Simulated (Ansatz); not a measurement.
Input for Ansatz (a program for electronic structure): R-PBE/def2-TZVPPD on H5N (a complex), monomers drawn apart or pushed together. Files ending in .json are basis or fitting sets from the Basis Set Exchange.

Ansatz 0.2 input:
```yaml
crystal:
  periodic: [false, false, false]
  atoms:
    - {symbol: N, position_ang: [-0.16830280, -0.11107871, 0.05894854]}
    - {symbol: H, position_ang: [-0.71802035, 0.65433337, -0.31429289]}
    - {symbol: H, position_ang: [0.74830942, -0.06501368, -0.37131819]}
    - {symbol: H, position_ang: [-0.60370280, -0.97437965, -0.24516429]}
    - {symbol: H, position_ang: [0.05457149, 0.05872141, 3.71357621]}
    - {symbol: H, position_ang: [0.09987938, 0.09325058, 4.45942096]}
basis:
  gaussian:
    orbitals: def2-TZVPPD.json
hamiltonian:
  xc: {name: PBE}
scf: {lower_state_search: off}
```

Program output:

```
WARN ansatz: RAYON_NUM_THREADS=1 ignored (pool sized by the plan → 1); use --threads N
Functional definition: PBE
these checks for a lower state are left out or cut short: stability, starts, cluster_reference, orbital_swaps, neighbouring_geometries, increment
integrals: 0.02 GiB planned
474 factors; their error is unknown
mean field: 0.23 GiB planned
mean field evaluation 1: about -1561.0476 eV, gradient 6.7e1 eV
mean field evaluation 2: about -1533.3155 eV, gradient 1.2e2 eV
mean field evaluation 4: about -1569.5410 eV, gradient 2.0e0 eV
mean field evaluation 8: about -1569.5403 eV, gradient 2.8e-2 eV
mean field -1569.54029027 eV, -57.6795417947 hartree, gradient 7.9e-6 eV, S^2 0.000000; 0 other end points of the search recorded, 0 dependent functions left out
reference -1569.54032834 eV, -57.6795431940 hartree; 6, 6 occupied and 116, 116 virtual orbitals, 474 factors
Total energy: -1569.54032834 eV, -57.6795431940 hartree
Checks for a lower state left out: stability, starts, cluster_reference, orbital_swaps, neighbouring_geometries, increment
```

Self-consistency was reached.

Cost: around 0.8 core-seconds (rough).
